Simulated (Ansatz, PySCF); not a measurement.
Gas-phase reaction in SMILES: [SiH3]c1ccccc1 + 10 [H][H] (H2) → 6 C (CH4) + [SiH4] (SiH4)
Structures are relaxed separately at B3LYP-D3(BJ)/def2-TZVP in Ansatz (a first-principles code). Frequencies are from Ansatz or PySCF. Unstable Hartree-Fock reference: [SiH3]c1ccccc1.

Wanted: energy of full hydrogenation (enthalpy at 298 K, with B3LYP-D3(BJ) rigid-rotor harmonic-oscillator terms), in kcal/mol. Correlated levels leave the core frozen unless marked. Spin-orbit coupling is left out. No relativistic terms. Basis-set limits of correlation are two-point, X^-3; Hartree-Fock from the larger set.

```csv
level,program,energy of full hydrogenation (kcal/mol)
PBE0-D3(BJ)/def2-TZVPD,Ansatz + dftd3,-139.0
```

Question: Estimate the value at CCSD(T)/CBS(cc-pV(T+d)Z,cc-pV(Q+d)Z) as computed with Ansatz.

Answer: -131.1 kcal/mol
